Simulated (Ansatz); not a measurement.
Reactions of `C[SiH](F)[GeH3]`.

Calculated with Ansatz (gas phase, PBE0-D4/def2-TZVP geometries, no zero-point term in ΔE). CBS: MP2 limit from def2 TZ/QZ plus the TZ coupled-cluster correction, frozen cores. This one scheme is used for every species. Elements past krypton have def2 core potentials. For Ge, Te outer-core shells are correlated without core-valence functions, which leaves a few kJ/mol of doubt a bond. Scalar relativity is left out up to krypton. Each species was taken in one conformer, which may not be the lowest.

**Question.** Order these by ΔE at CCSD(T)/CBS, lowest first. (Estimate.)
A. `C[SiH](F)[GeH3]` + CH₃OH → `CO[SiH](C)F` + GeH₄
B. `C[SiH](F)[GeH3]` + `CBN` → `CB(C)N` + `F[SiH2][GeH3]`
C. `C[SiH](F)[GeH3]` + H₂Te → `[GeH3][TeH]` + `C[SiH2]F`
D. `C[SiH](F)[GeH3]` + `[OH][AlH2]` → `C[SiH](F)[O][AlH2]` + GeH₄

**Answer.** D (-1.37 eV), A (-1.15 eV), C (-0.58 eV), B (+0.09 eV).

Largest T1 diagnostic: 0.012, for `[OH][AlH2]`.
